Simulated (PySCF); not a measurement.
# Zn(OH)2: from structure and modes to constants

These are results of PySCF, PBE0, basis Zn def2-TZVP, O def2-TZVP, H def2-TZVP (no relativity, density fitting), not measurements.

The singlet minimum has C2 symmetry. Masses (u): Zn 63.92915, O 15.99492, H 1.00782.

```xyz
5
charge 0 multiplicity 1, angstrom
Zn    0.0000    0.0000    0.0163
O     1.7614   -0.0947   -0.0677
O    -1.7614    0.0947   -0.0677
H     2.1623   -0.7220    0.5365
H    -2.1623    0.7220    0.5365
```

Harmonic wavenumbers (cm⁻¹): 140.7 (a, ×1), 172.3 (b, ×1), 178.0 (a, ×1), 612.1 (a, ×1), 746.8 (b, ×1), 786.6 (a, ×1), 791.3 (b, ×1), 3909.9 (b, ×1), 3910.7 (a, ×1).

Problem. Find the principal moments of inertia and the rotational constants. What kind of rotor is it?

Solution. About the centre of mass I = 1.4148, 110.02, 110.09 u Å². With B = 16.8576/I this gives 11.92, 0.1532, 0.1531 cm⁻¹. The molecule is a prolate symmetric top.

Problem. What is the harmonic zero-point energy?

Solution. Half the sum of all 9 wavenumbers, 11248/2 = 5624 cm⁻¹, which is 67.3 kJ/mol (1 cm⁻¹ = 0.0119627 kJ/mol).

Problem. Find the vibrational entropy and heat capacity at 298.15 K.

Solution. With u = 1.43878 ω/T, each mode gives S = R[u/(eᵘ−1) − ln(1−e⁻ᵘ)] and C = R u² eᵘ/(eᵘ−1)².
| ω (cm⁻¹) | u | S (J/(mol K)) | C (J/(mol K)) |
| --- | --- | --- | --- |
| 140.7 | 0.679 | 11.69 | 8.00 |
| 172.3 | 0.832 | 10.08 | 7.85 |
| 178.0 | 0.859 | 9.83 | 7.82 |
| 612.1 | 2.954 | 1.80 | 4.21 |
| 746.8 | 3.604 | 1.07 | 3.11 |
| 786.6 | 3.796 | 0.91 | 2.82 |
| 791.3 | 3.819 | 0.90 | 2.78 |
| 3909.9 | 18.868 | 0.00 | 0.00 |
| 3910.7 | 18.872 | 0.00 | 0.00 |
The sums over all modes are S = 36.3 and C = 36.6 J/(mol K); the softest mode gives 32 % of the entropy.

Stability towards spin polarisation was not tested. Other isomers or separated fragments may lie lower.
